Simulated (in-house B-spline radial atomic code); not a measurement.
A calculation on the scandium ion Sc⁺: its settings, and results tabulated from the run. Level of theory: non-relativistic revTPSS, spin-polarised, spherical fractional occupations, point nucleus; calculated with a radial B-spline atomic code at the basis-set limit.

Command:
```bash
python run_scf.py task.json out
```
Settings:
```
Z                21
configuration    [Ar] 3d1 4s1
hamiltonian      nr
method           revtpss,revtpss
spin_polarised   True
```

Output (hartree, bohr):
```
 radial grid: 60 intervals, B-splines of order 8, outer radius 60 bohr

 iter        energy (Eh)    residual
    1        -760.139137    3.14e-02
    2        -760.141489    1.38e-03
    3        -760.141546    6.08e-04
    4        -760.141548    3.69e-04
    5        -760.141548    7.09e-05
    6        -760.141548    1.69e-05
    7        -760.141548    3.23e-06
    8        -760.141548    7.40e-07
    9        -760.141548    6.10e-08

 total energy                      -760.14155
 kinetic                             759.4142
 electron-nucleus                  -1794.3482
 Hartree                             313.2965
 exchange-correlation                -38.5041

 orbital      occ     eigenvalue          <r>       <r^2>       <1/r>       <r^4>     <1/r^2>       r_max
 1s up      1.000      -161.3501    0.0735167  0.00725428     20.5471 0.000134915     850.649     0.04834
 1s down    1.000      -161.3490     0.073517  0.00725434      20.547 0.000134917      850.64     0.04834
 2s up      1.000       -17.6185     0.345424    0.141116     4.25506   0.0351584     74.3463      0.2852
 2s down    1.000       -17.6099     0.345276    0.140982     4.25674   0.0350829     74.3991      0.2851
 2p up      3.000       -14.5315     0.308805    0.117723     4.17774   0.0286728     24.1114      0.2333
 2p down    3.000       -14.5238     0.308636    0.117576     4.17936   0.0285908     24.1268      0.2332
 3s up      1.000        -2.3031      1.08168     1.34852     1.28945     2.94801     10.1306      0.9317
 3s down    1.000        -2.2699      1.08061     1.34492     1.28993     2.92075     10.1314      0.9308
 3p up      3.000        -1.5177       1.1706     1.61364      1.1667     4.58091     3.03427      0.9693
 3p down    3.000        -1.4808      1.16802     1.60458     1.16832     4.49894      3.0404      0.9677
 3d up      1.000        -0.3795      1.70515     3.81573    0.798999     36.7115    0.899238       1.075
 4s up      1.000        -0.3713       3.3527     12.7053    0.384446     246.594     1.04071        2.95
```

Cost of the run: 0.27 s on 1 thread of Arm Neoverse V1 (shared host).
